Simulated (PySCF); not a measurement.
# Dipole moment and polarisability of `Fc1ccc(F)c(F)c1F`

C6H2F4.
Structure used (GFN2-xTB), in Å, numbered top down from 1:
```
atom  x, y, z in Å
F1    -2.0464    1.7850    0.0097
C2    -1.0524    0.8901    0.0038
C3    -1.3464   -0.4620   -0.0028
C4    -0.3190   -1.3872   -0.0097
C5     0.9953   -0.9541   -0.0093
F6     1.9879   -1.8506   -0.0166
C7     1.3009    0.4042   -0.0018
F8     2.5702    0.8169   -0.0004
C9     0.2667    1.3352    0.0051
F10    0.5446    2.6407    0.0132
H11   -2.3781   -0.7732   -0.0028
H12   -0.5222   -2.4455   -0.0143
```

Level: CAM-B3LYP/def2-SVPD (PySCF), static field, nuclei fixed, core orbitals frozen in the response. The polarisability tensor in these axes (au):

```
x   82.57 -1.05 -0.06
y   -1.05 82.35  0.24
z   -0.06  0.24 41.33
```

Question: Give the principal values, the mean and the anisotropy Δα = √{½[(α1 − α2)² + (α2 − α3)² + (α1 − α3)²]}.

Answer: Principal values 41.33, 81.41 and 83.52 au; mean 68.75 au = 10.19 Å³ = 11.34 × 10⁻⁴⁰ C²·m²/J; Δα = 41.17 au (60 % of the mean).

Question: What is the dipole moment, and where does it point?

Answer: (-1.80, -2.00, -0.01) D, 2.69 D in size, pointing from the negative to the positive side. Measured along this direction, the outermost atoms are F8 and F10 at the negative end and H12 and H11 at the positive end.

Question: Give the eigenvalues of the traceless quadrupole moment Θ = ½Σq(3rr − r²1), origin at the centre of nuclear charge.

Answer: -9.18, 2.52, 6.65 D·Å. The values depend on the origin, since the dipole doesn't vanish. The electronic extent ⟨r²⟩ about the same centre is 1298 bohr², a root-mean-square distance of 2.22 Å for the 74 electrons.

Question: Give the principal axes and the span of the nuclei along them.

Answer: Largest value along (0.74, -0.67, 0.00), where the nuclei span 5.43 Å; middle along (0.67, 0.74, 0.00), 4.49 Å; least along (0.00, -0.01, 1.00), 0.00 Å. The response follows the extents in order.

Question: Form Σ f/ω² (atomic units) for the 8 lowest TDDFT singlets, given as eV and f, and set it beside the mean polarisability, which is this sum over all singlets: 5.43, 0.0118; 6.24, 0.0004; 6.27, 0.0000; 6.53, 0.0043; 7.15, 0.5889; 7.21, 0.5812; 7.56, 0.0000; 7.80, 0.0140.

Answer: They add up to 17.35 au, 25.2 % of the 68.75 au; the largest single term is 8.52 au, from the state at 7.15 eV. Terms in order: 0.30, 0.01, 0.00, 0.08, 8.52, 8.28, 0.00, 0.17 au. Higher excitations give the rest. The strengths listed sum to 1.201.

Question: Rayleigh depolarisation ratio (linearly polarised light, static tensor)?

Answer: ρ = 3Δα²/(45ᾱ² + 4Δα²) = 5085.0/(212702 + 6780.1) = 0.0232.

Geometry: GFN2-xTB; no solvent, vibrations or thermal averaging.
